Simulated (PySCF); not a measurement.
Energy of W (tungsten, neutral) between two integer charges

The 6s beta orbital of [Xe] 4f14 5d4 6s2 is emptied in steps (occupation f), with all orbitals relaxed, ending at [Xe] 4f14 5d4 6s1. Computed with PySCF 2.14 in def2-TZVP with the def2 core potential (60 electrons) (6s4p3d1f, 40 functions), with a scalar-relativistic core potential. The exact energy is a straight line in f; departures are measured from the line between the end points of the same method.

```tsv
f	BHandHLYP (eV)	HSE06 (eV)
1	0.000	0.000
0.8	-0.240	-0.371
0.6	-0.365	-0.556
0.4	-0.371	-0.559
0.2	-0.251	-0.371
0	0.000	0.000
```

```json
{"method": "BHandHLYP", "E(f=0) − E(f=1) (eV)": "7.461", "−ε at f=1 (eV)": "5.982", "−ε at f=0.4 (eV)": "7.739"}
{"method": "HSE06", "E(f=0) − E(f=1) (eV)": "7.312", "−ε at f=1 (eV)": "4.989", "−ε at f=0.4 (eV)": "7.762"}
```

Orbital energy along the path (eV):

```csv
f,BHandHLYP,HSE06
1,-5.982,-4.989
0.8,-6.546,-5.924
0.6,-7.130,-6.844
0.4,-7.739,-7.762
0.2,-8.384,-8.750
0,-9.007,-9.271
```

Reference removal energy between the ground levels: 7.864 eV (measured; NIST Atomic Spectra Database, ionization energies). The calculation has no spin-orbit coupling.
